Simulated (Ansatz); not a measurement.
## Energy profile

The step: SiN₂H₅SF ([NH2][Si]([NH2])([F])[SH]) → SiN₂H₄S ([NH2][Si]([NH2])[S]) + HF; bonds formed: F2–H4; bonds broken: Si1–F2, S3–H4 (atoms numbered as in the saddle structure below).

Si1  (-0.066, -0.036, 0.372)
F2  (1.796, -0.620, -0.188)
S3  (0.537, -0.551, 2.213)
H4  (1.767, -0.777, 0.850)
N5  (-0.151, 1.555, -0.156)
N6  (-1.075, -0.995, -0.566)
H7  (-0.507, 1.847, -1.049)
H8  (0.338, 2.283, 0.336)
H9  (-1.436, -0.739, -1.469)
H10  (-1.204, -1.967, -0.344)
(Å)

Electronic energies by CCSD(T) at an estimated basis limit (MP2 extrapolated from triple and quadruple zeta, plus CCSD(T) − MP2 in triple zeta), on PBE0-D4/def2-TZVP structures; SiN₂H₅SF, closed shell; no counterpoise correction. Program: Ansatz 0.2.0. Basis: def2-TZVPP and def2-QZVPP. Cores are frozen in the correlated methods. Extrapolation: Hartree–Fock as exp(−7.88 √X), correlation as X^−2.97.

Q: Give the profile in kJ/mol, counted from the start structure. (Judge from chemistry; the value comes from the calculation.)

A: By the calculation:
| point | kJ/mol |
| --- | --- |
| start structure | 0.0 |
| saddle | 201.9 |
| end structure | 185.1 |
| separated: SiN₂H₄S (linked as [NH2][Si]([NH2])[S]; Si1, S3, N5, N6, H7, H8, H9, H10; singlet) + HF (F2, H4; singlet) | 215.0 |

T1 diagnostic: at most 0.012.

For scale, one of the runs: CCSD(T)/def2-TZVPP, 247 basis functions, launched by `ansatz run in.yaml --threads 4 --pin off --events-out ev --progress --plain --max-ram 9574MiB`. Hardware: 4 CPU threads of an Arm Neoverse V1, shared host. Wall time 2.6 min; peak host memory 5 GiB.
